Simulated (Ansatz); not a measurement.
Coupled-cluster run, C2H6FISi, SMILES `C[Si](C)(F)I`.

```yaml
crystal:
  periodic: [false, false, false]
  atoms:
    - {symbol: C, position_ang: [-1.540031, 0.255594, 0.343612]}
    - {symbol: Si, position_ang: [0.083260, 0.280789, -0.543340]}
    - {symbol: C, position_ang: [1.402660, -0.762310, 0.227083]}
    - {symbol: F, position_ang: [-0.153151, -0.231252, -2.040736]}
    - {symbol: I, position_ang: [0.876434, 2.592460, -0.705292]}
    - {symbol: H, position_ang: [-1.426243, 0.632508, 1.362240]}
    - {symbol: H, position_ang: [-2.271791, 0.879142, -0.172975]}
    - {symbol: H, position_ang: [-1.925317, -0.767016, 0.391124]}
    - {symbol: H, position_ang: [1.619055, -0.419640, 1.241161]}
    - {symbol: H, position_ang: [2.323974, -0.711858, -0.355829]}
    - {symbol: H, position_ang: [1.076452, -1.805316, 0.273554]}
basis:
  gaussian: {orbitals: def2-TZVPP}
correlation: {method: ccsd_t}
```

```sh
$ ansatz run in.yaml --threads 2 --pin off --events-out ev --progress --plain --max-ram 22528MiB --backend cuda --devices 0, --max-vram 18GiB
```

Log, shortened:

```
Functional definition: HF
1751 factors; integrals over basis functions are off by at most 1.1e-3 eV
mean field evaluation 1: about -20799.2774 eV, gradient 4.0e1 eV
mean field evaluation 2: about -20799.4446 eV, gradient 4.0e1 eV
mean field evaluation 4: about -20802.9148 eV, gradient 4.0e0 eV
mean field evaluation 8: about -20802.9724 eV, gradient 2.4e-1 eV
mean field -20802.97261576 eV, -764.4951428678 hartree, gradient 6.2e-6 eV, S^2 0.000000; 0 other end points of the search recorded, 0 dependent functions left out
12 core orbitals not correlated: weight in the atoms' cores, before any rotation towards them, 1.000 or more for the frozen orbitals, at most 0.000 for the correlated occupied ones
reference -20802.97261576 eV, -764.4951428678 hartree; 21, 21 occupied and 236, 236 virtual orbitals, 1751 factors
second order -33.22886593 eV of doubles, -0.00000000 eV of singles
cycle   1  -32.51940155 eV  change    7.1e-1 eV  update   1.1e-1
cycle   2  -33.23159087 eV  change   -7.1e-1 eV  update   3.0e-2
cycle   3  -33.34912638 eV  change   -1.2e-1 eV  update   1.4e-2
cycle   4  -33.32804776 eV  change    2.1e-2 eV  update   2.9e-3
cycle   5  -33.32731465 eV  change    7.3e-4 eV  update   1.2e-3
cycle   6  -33.32812164 eV  change   -8.1e-4 eV  update   3.1e-4
cycle   7  -33.32789023 eV  change    2.3e-4 eV  update   1.2e-4
cycle   8  -33.32780261 eV  change    8.8e-5 eV  update   3.5e-5
cycle   9  -33.32782279 eV  change   -2.0e-5 eV  update   1.4e-5
perturbative correction -1.00699594 eV, -0.0370064184 hartree
Total energy: -20837.30743449 eV, -765.7569241833 hartree
```

It took 10 s on 2 threads of an AMD EPYC 7R13 on a shared host and a share of an NVIDIA H100 80 GB, with 0.87 GiB of host memory at the peak.

MP2 recovers 96.8 % of the CCSD(T) correlation energy and the triples give 2.9 %; T1 = 0.0094.
